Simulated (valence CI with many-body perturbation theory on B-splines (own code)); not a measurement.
## Basis-set convergence for Yb LVII

Calculated by relativistic CI+MBPT: four valence electrons over a frozen Dirac-Fock core [Ne], a basis of 9 s, 9 p, 8 d, 6 f, 3 g, 1 h functions for each j, with the one-electron correlation potential Σ1 (screened to all orders), the two-electron term Σ2, the three-electron term Σ3, Breit, model QED; selected single and double excitations, second order for the rest, scaled by the run's own slope (own B-spline code, finite nucleus).

No measured spectrum was set against this ion. As an estimate, large intervals hold to a few tenths of a per cent, small ones and those within an open d or f shell to about a per cent.

The reference run has the lowest level (3s^2 3p1/2^2) J=0 and an ionisation energy of 5732.25 eV. Its largest variational space holds 20000 state functions.

Levels are named by their leading jj configuration (3d3/2^4 stands for four electrons in 3d with j = 3/2), which in mixed levels can hold well under half, so a name can repeat and another be missing.

Changed runs:
A. basis 6 s, 6 p, 5 d, 3 f, 1 g
B. basis 5 s, 5 p, 4 d, 2 f

Excitation energies of the reference run in cm⁻¹, and shifts in cm⁻¹:

```tsv
Level	Reference	A	B
(3s^2 3p1/2 3p3/2) J=1	2137470	-112	-318
(3s^2 3p1/2 3p3/2) J=2	2208280	+8.8	+92
(3s 3p1/2^2 3p3/2) J=2	3380050	-119	-338
(3s 3p1/2^2 3p3/2) J=1	3592320	-5.9	+32
(3s^2 3p1/2 3d3/2) J=2	3793110	+79	+288
(3s^2 3p1/2 3d3/2) J=1	4115290	+332	+1278
(3s^2 3p3/2^2) J=2	4398620	-82	-172
(3s^2 3p1/2 3d5/2) J=2	4440740	+109	+443
(3s^2 3p1/2 3d5/2) J=3	4447990	+226	+833
(3s^2 3p3/2^2) J=0	4552430	+24	+173
(3s 3p1/2^2 3d3/2) J=1	5066080	+29	+117
(3s 3p1/2^2 3d3/2) J=2	5120130	+112	+428
Ionisation energy (eV)	5732.25	-0.034	-0.11
```
